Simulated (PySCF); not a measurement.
Species: C6H10N2OSi.
Geometry (GFN2-xTB, Å), atoms numbered from 1 in this order:
```
atom  x, y, z in Å
C1     3.1755    0.2918   -0.1355
C2     1.7457    0.7272    0.0356
O3     1.4355    1.8857    0.2795
C4     0.7127   -0.2653   -0.0949
C5     0.6835   -1.6477   -0.3621
N6    -0.5590   -2.0775   -0.3703
N7    -1.3337   -1.0132   -0.1165
C8    -2.7564   -1.1819   -0.0626
C9    -0.6280    0.1069    0.0585
Si10  -1.1295    1.8791    0.4326
H11    3.4136   -0.4740    0.6004
H12    3.8431    1.1402   -0.0111
H13    3.3091   -0.1387   -1.1262
H14    1.4931   -2.3267   -0.5432
H15   -2.9685   -2.2319   -0.2545
H16   -3.1385   -0.9042    0.9204
H17   -3.2446   -0.5651   -0.8180
H18   -2.6076    1.8130    0.5082
H19   -0.6521    2.2582    1.7544
H20   -0.7991    2.7347   -0.6977
```

Mayer bond orders were computed from the PBE0/pcSseg-1 density (PySCF). Isolated species at its GFN2-xTB geometry (one conformer only).

The orders 0.91, 1.00, 1.10, 1.19, 1.29, 1.56, 1.78 belong to the bonds C2–O3, C2–C4, C5–N6, N6–N7, N7–C8, N7–C9, C9–C4, in another order. Match them.

N7–C8 0.91; C2–C4 1.00; N7–C9 1.10; N6–N7 1.19; C9–C4 1.29; C5–N6 1.56; C2–O3 1.78.

Set the orders of all bonds between heavy atoms beside their lengths and the difference of the IAO charges at their ends.

```json
{"bond": "C2–O3", "Mayer order": "1.779", "length (Å)": "1.224", "q(first) − q(second) (e)": "+0.812"}
{"bond": "C5–N6", "Mayer order": "1.557", "length (Å)": "1.315", "q(first) − q(second) (e)": "+0.178"}
{"bond": "C4–C5", "Mayer order": "1.296", "length (Å)": "1.408", "q(first) − q(second) (e)": "-0.079"}
{"bond": "C9–C4", "Mayer order": "1.288", "length (Å)": "1.400", "q(first) − q(second) (e)": "-0.042"}
{"bond": "N6–N7", "Mayer order": "1.192", "length (Å)": "1.341", "q(first) − q(second) (e)": "-0.319"}
{"bond": "N7–C9", "Mayer order": "1.100", "length (Å)": "1.335", "q(first) − q(second) (e)": "+0.262"}
{"bond": "C1–C2", "Mayer order": "1.058", "length (Å)": "1.504", "q(first) − q(second) (e)": "-0.847"}
{"bond": "C2–C4", "Mayer order": "1.001", "length (Å)": "1.438", "q(first) − q(second) (e)": "+0.524"}
{"bond": "N7–C8", "Mayer order": "0.905", "length (Å)": "1.434", "q(first) − q(second) (e)": "+0.387"}
{"bond": "C9–Si10", "Mayer order": "0.874", "length (Å)": "1.879", "q(first) − q(second) (e)": "-0.808"}
```

Mayer orders depend on the basis set.
